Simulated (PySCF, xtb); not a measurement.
Si(Cl)(I)2(OH) (ClHI2OSi), SMILES O[Si](Cl)(I)I.

GFN2-xTB in xtb at its own geometry gives an orbital gap of 5.35 eV and a dipole moment of 6.08 D.

Geometry optimised at B3LYP-D3(BJ)/def2-SVP. This is a generated structure with no PubChem entry under its InChIKey; it may be hypothetical. The def2 effective core potentials stand for the cores of I; spin–orbit coupling is left out. The values are those of a single conformer.

**Question.** What does M06-2X/def2-TZVP (PySCF) give? (An estimate is asked for; the answer gives what the named calculation found.)

**Answer.** gap 7.86 eV (levels -8.95 and -1.10 eV), dipole 1.30 D.
